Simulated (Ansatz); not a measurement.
Stepwise reaction of `BO` with hydrogen sulfide, as a gas-phase model of exchange steps in deposition or etching. ΔE in kJ/mol.

Program: Ansatz. Geometries: PBE0-D4/def2-TZVP. ΔE: electronic, gas phase. CCSD(T)/CBS is the MP2 limit (def2-TZVPP, def2-QZVPP) plus CCSD(T) − MP2 in def2-TZVPP, frozen cores. This one scheme is used for every species. Functionals use def2-TZVPP. B3LYP here is the variant with VWN-RPA as its local correlation; programs differ in this. Each species was taken in one conformer, which may not be the lowest.

```csv
step,reaction,PBE-D4,B3LYP-D4,ωB97M-V,CCSD(T)/CBS
2,`OBS` + H₂S → `OB(S)S` + H₂,-45.7,-38.1,-37.7,-38.9
```

Give the row of step 1, `BO` + H₂S → `OBS` + H₂. (Best estimate.)

Computed: 
```csv
step,reaction,PBE-D4,B3LYP-D4,ωB97M-V,CCSD(T)/CBS
1,`BO` + H₂S → `OBS` + H₂,-64.4,-53.9,-53.5,-54.2
```

By hand: ΔE of the 2 steps together at CCSD(T)/CBS.

(-54.2) + (-38.9) = -93.1 kJ/mol, or -46.5 kJ/mol a step.

In ΔE each step is higher than the one before. All are downhill at CCSD(T)/CBS. PBE-D4 differs from CCSD(T)/CBS by -10.2 to -6.8 kJ/mol a step. Isolated molecules leave out the surface, adducts and barriers. Largest T1 diagnostic: 0.014.
